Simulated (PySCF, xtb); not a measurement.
Hf(Cl)3(SH) (Cl3HHfS), SMILES [SH][Hf]([Cl])([Cl])[Cl], multiplicity 1. Other conformers were not sampled.

Harmonic wavenumbers (cm⁻¹) from GFN2-xTB (xtb) at its own minimum, in rising order: 15, 38, 54, 71, 80, 107, 216, 280, 296, 303, 537, 2389.

Q: What does B3LYP-D3(BJ)/def2-SVP in PySCF give at its own minimum? (An estimate is asked for; the answer gives what the named calculation found.)

A: 76, 87, 95, 98, 100, 148, 356, 375, 387, 392, 507, 2638. Paired by order, the mean absolute difference is 78 cm⁻¹ and the zero-point energies are 6.3 and 7.5 kcal/mol.
